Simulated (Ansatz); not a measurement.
`[CH3][Zn][PH2]` + `N=CO` → `[CH3][Zn][O]C=N` + PH₃  (cleavage of the Zn–P bond)

Program: Ansatz. Geometries: PBE0-D4/def2-TZVP. ΔE: electronic, gas phase. CCSD(T)/CBS adds triple-zeta CCSD(T) − MP2 to the extrapolated MP2 energy (def2 sets, frozen cores). This one scheme is used for every species. DFT in def2-TZVPP. B3LYP here is the variant with VWN-RPA as its local correlation; programs differ in this. HSE06 is defined as in plane-wave codes. For Zn outer-core shells are correlated without core-valence functions, which leaves a few kJ/mol of doubt a bond. Scalar relativity is left out up to krypton. Each species was taken in one conformer, which may not be the lowest.

```tsv
level	ΔE (kJ/mol)	difference from CCSD(T)/CBS
r2SCAN-D4	6.2	2.8
B3LYP-D4	2.3	-1.1
ωB97X-V	3.0	-0.4
BLYP	1.4	-2.0
r2SCAN	6.5	3.1
PBE0	16.0	12.6
r2SCAN0	10.2	6.8
HSE06	16.1	12.7
HF/def2-SVP	-7.4	-10.8
CCSD(T)/def2-TZVPP	-1.2	-4.6
CCSD(T)/CBS	3.4	0
```

Largest T1 diagnostic among the species: 0.016.

At CCSD(T), def2-SVP lies −16.6 kJ/mol from the extrapolated value and def2-TZVPP −4.6 kJ/mol. Leaving LDA and LC-ωPBE aside and taking each functional with its dispersion term where it has one, the values, not all of them listed here, spread over 15.9 kJ/mol, from CAM-B3LYP-D4 to HSE06-D4.
